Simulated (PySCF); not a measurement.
# Dipole response of I (iodine, neutral)

[Kr] 4d10 5s2 5p5, 2P determinant. All numbers are calculated (PySCF 2.14, the spin-free X2C one-electron Hamiltonian (Gaussian nucleus), in ANO-RCC-VTZP). Coupled (time-dependent) response in atomic units; α is the mean over directions. The basis has no added diffuse functions, which lowers α and C₆.

```tsv
method	mean α (bohr³)	α xx, yy, zz	C₆ (like pair)	S(−4)
UHF	20.73	19.79, 21.20, 21.20	225.2	49.50
PBE	21.41	20.11, 22.06, 22.06	233.7	55.20
PBE0	21.15	19.98, 21.74, 21.74	229.7	53.33
M06	22.24	20.54, 23.10, 23.10	244.4	59.63
PBEsol	21.24	19.97, 21.88, 21.88	230.8	54.49
```

S(−4) is the Cauchy moment in α(ω) = α(0) + S(−4) ω² + …

Reference α: 32.9 ± 1.3 bohr³ (recommended; Schwerdtfeger and Nagle, table of static dipole polarizabilities (2023 update)). Published C₆: 385.0 (Chu and Dalgarno (2004); Tang, Norbeck and Certain (1976)).

Spin-orbit coupling is absent.

α(iu) at M06:

```tsv
u (hartree)	α(iu) (bohr³)
0	22.24
0.0500	22.10
0.100	21.66
0.200	20.12
0.300	18.03
0.500	13.68
0.750	9.517
1.00	6.843
1.50	4.027
2.00	2.703
3.00	1.514
5.00	0.6959
```

A single London oscillator, α(iu) = α/(1 + u²/ω²), gives C₆ = (3/4) ω α². Matching the computed C₆ needs ω = 4 × 244.4 / (3 × 22.24²) = 0.659 hartree.

The components differ because the open shell of this determinant is not spherical; for a pure term their mean is the scalar polarisability.
